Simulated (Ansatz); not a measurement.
Complex: HCl (SMILES Cl) (first 2 atoms) with SiH4 (SMILES [SiH4]); geometry from B3LYP-D3(BJ)/def2-TZVP.
(charge 0, multiplicity 1):
```xyz
7

Cl    -0.06854    -0.33803    -0.32481
H     -0.67544    -1.32229     0.22906
Si     0.01950     0.15673     3.41009
H      0.83540     1.26626     2.87323
H     -1.36150     0.24779     2.88511
H     -0.01570     0.23435     4.88886
H      0.60912    -1.14018     3.00674
```

Basis-set superposition error: the interaction energy with monomers in their own basis, and in the dimer's basis (counterpoise).

The values were computed with Ansatz (a quantum-chemistry and plane-wave program) with Gaussian orbitals. Values without a source in brackets are computed.

```csv
level,uncorrected (kJ/mol),counterpoise (kJ/mol),difference
HF/aug-cc-pV(D+d)Z,1.7,2.6,0.9
SVWN5/def2-TZVPPD,-7.5,-7.3,0.2
revPBE/def2-TZVPPD,3.0,3.1,0.2
r2SCAN/def2-TZVPPD,-2.8,-2.6,0.2
B3LYP/def2-TZVPPD,1.7,1.8,0.2
PBE0/def2-TZVPPD,-1.1,-0.9,0.2
MP2/aug-cc-pV(D+d)Z,-5.1,-2.5,2.5
MP2/aug-cc-pV(Q+d)Z,-4.4,-3.9,0.5
SCS-MP2/aug-cc-pV(D+d)Z,-4.0,-1.3,2.7
CCSD(T)/aug-cc-pV(T+d)Z,-4.5,-3.4,1.1
```

The error is largest for SCS-MP2/aug-cc-pV(D+d)Z (2.7 kJ/mol) and smallest for r2SCAN/def2-TZVPPD (0.2 kJ/mol).
